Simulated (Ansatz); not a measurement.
Ansatz (an electronic-structure program) input (HF/6-31G*):

Ansatz 0.2 input:
```yaml
crystal:
  periodic: [false, false, false]
  atoms:
    - {symbol: Si, position_ang: [-1.11042000, -0.08949500, 0.26156600]}
    - {symbol: P, position_ang: [1.07640000, 0.11080300, -0.26180800]}
    - {symbol: H, position_ang: [-1.90868900, 0.17960300, -0.96650200]}
    - {symbol: H, position_ang: [-1.44256800, 0.94929500, 1.27566200]}
    - {symbol: H, position_ang: [1.17425800, -1.10142400, -0.99033400]}
    - {symbol: H, position_ang: [1.57687800, -0.43659000, 0.94637300]}
basis:
  gaussian:
    orbitals: 6-31G*
hamiltonian:
  xc: {name: HF}
magnetization: {spin_polarized: true, initial_magnetization: 1}
relax: {f_tol: 0.003, max_steps: 120}
```

Output:

```
Functional definition: HF
integrals: 0.01 GiB planned
483 factors; integrals over basis functions are off by at most 4.6e-4 eV
mean field: 0.12 GiB planned
mean field evaluation 1: about -17194.2649 eV, gradient 8.6e0 eV
mean field evaluation 2: about -17194.3073 eV, gradient 8.7e0 eV
mean field evaluation 4: about -17195.3551 eV, gradient 9.1e-1 eV
mean field evaluation 8: about -17195.3805 eV, gradient 9.0e-2 eV
mean field -17195.38094768 eV, -631.9185943795 hartree, gradient 2.0e-5 eV, S^2 0.756577; 0 other end points of the search recorded, 0 dependent functions left out
the calculation of the forces begins
reference -17195.38094768 eV, -631.9185943795 hartree; 17, 16 occupied and 29, 30 virtual orbitals, 483 factors
relax step   1: F+E_penalty+E_count = -17195.38094768 eV  Δ(F+E_penalty+E_count) = +0.000e0 eV  max|allowed force component| = 6.105e-1 eV/Å  Δτ_max = 0.0000 Å  (40 SCF iters, accepted)
these checks for a lower state are left out or cut short: starts, cluster_reference, orbital_swaps, neighbouring_geometries, increment
integrals: 0.01 GiB planned
483 factors; integrals over basis functions are off by at most 4.4e-4 eV
mean field: 0.12 GiB planned
mean field evaluation 16: about -17195.3018 eV, gradient 1.5e0 eV
mean field -17195.37817815 eV, -631.9184926012 hartree, gradient 1.1e-5 eV, S^2 0.757435; 0 other end points of the search recorded, 0 dependent functions left out
the calculation of the forces begins
reference -17195.37817815 eV, -631.9184926012 hartree; 17, 16 occupied and 29, 30 virtual orbitals, 483 factors
relax step   2: F+E_penalty+E_count = -17195.37817815 eV  Δ(F+E_penalty+E_count) = +2.770e-3 eV  max|allowed force component| = 2.402e-1 eV/Å  Δτ_max = 0.0612 Å  (36 SCF iters, rejected (line search))
these checks for a lower state are left out or cut short: starts, cluster_reference, orbital_swaps, neighbouring_geometries, increment
integrals: 0.01 GiB planned
483 factors; integrals over basis functions are off by at most 4.5e-4 eV
mean field: 0.12 GiB planned
mean field -17195.39565267 eV, -631.9191347779 hartree, gradient 2.1e-5 eV, S^2 0.756921; 0 other end points of the search recorded, 0 dependent functions left out
the calculation of the forces begins
reference -17195.39565267 eV, -631.9191347779 hartree; 17, 16 occupied and 29, 30 virtual orbitals, 483 factors
relax step   3: F+E_penalty+E_count = -17195.39565267 eV  Δ(F+E_penalty+E_count) = -1.470e-2 eV  max|allowed force component| = 2.213e-2 eV/Å  Δτ_max = 0.0238 Å  (35 SCF iters, accepted)
these checks for a lower state are left out or cut short: starts, cluster_reference, orbital_swaps, neighbouring_geometries, increment
integrals: 0.01 GiB planned
483 factors; integrals over basis functions are off by at most 4.5e-4 eV
mean field: 0.12 GiB planned
mean field evaluation 32: about -17195.3401 eV, gradient 1.5e-1 eV
mean field -17195.39570441 eV, -631.9191366792 hartree, gradient 6.0e-5 eV, S^2 0.756925; 0 other end points of the search recorded, 0 dependent functions left out
the calculation of the forces begins
reference -17195.39570441 eV, -631.9191366792 hartree; 17, 16 occupied and 29, 30 virtual orbitals, 483 factors
relax step   4: F+E_penalty+E_count = -17195.39570441 eV  Δ(F+E_penalty+E_count) = -5.174e-5 eV  max|allowed force component| = 5.647e-3 eV/Å  Δτ_max = 0.0017 Å  (25 SCF iters, accepted)
these checks for a lower state are left out or cut short: starts, cluster_reference, orbital_swaps, neighbouring_geometries, increment
integrals: 0.01 GiB planned
483 factors; integrals over basis functions are off by at most 4.5e-4 eV
mean field: 0.12 GiB planned
mean field -17195.39570780 eV, -631.9191368038 hartree, gradient 2.1e-5 eV, S^2 0.756925; 0 other end points of the search recorded, 0 dependent functions left out
the calculation of the forces begins
reference -17195.39570780 eV, -631.9191368038 hartree; 17, 16 occupied and 29, 30 virtual orbitals, 483 factors
relax step   5: F+E_penalty+E_count = -17195.39570780 eV  Δ(F+E_penalty+E_count) = -3.389e-6 eV  max|allowed force component| = 1.281e-3 eV/Å  Δτ_max = 0.0005 Å  (25 SCF iters, accepted)
integrals: 0.01 GiB planned
483 factors; integrals over basis functions are off by at most 4.5e-4 eV
mean field: 0.12 GiB planned
mean field -17195.39570780 eV, -631.9191368038 hartree, gradient 2.1e-5 eV, S^2 0.756925; 1 other end points of the search recorded, 0 dependent functions left out
the calculation of the forces begins
reference -17195.39570780 eV, -631.9191368038 hartree; 17, 16 occupied and 29, 30 virtual orbitals, 483 factors
Total energy: -17195.39570780 eV, -631.9191368038 hartree
Atom 0 at    -1.121984    -0.069257     0.257023 Å, force    -0.000474    -0.001281     0.000538 eV/Å
Atom 1 at     1.077081     0.087472    -0.253941 Å, force    -0.000764    -0.000603     0.000366 eV/Å
Atom 2 at    -1.921797     0.180194    -0.961339 Å, force     0.000309     0.000529    -0.000380 eV/Å
Atom 3 at    -1.456621     0.948325     1.276276 Å, force     0.000357     0.000609    -0.000149 eV/Å
Atom 4 at     1.193645    -1.099085    -0.993125 Å, force     0.000386     0.000538     0.000293 eV/Å
Atom 5 at     1.595534    -0.435458     0.940064 Å, force     0.000187     0.000208    -0.000668 eV/Å
Dipole moment:    -0.071823    -0.196415     0.082357 e Å
```

The geometry given is a B3LYP-D3(BJ)/def2-TZVP minimum.
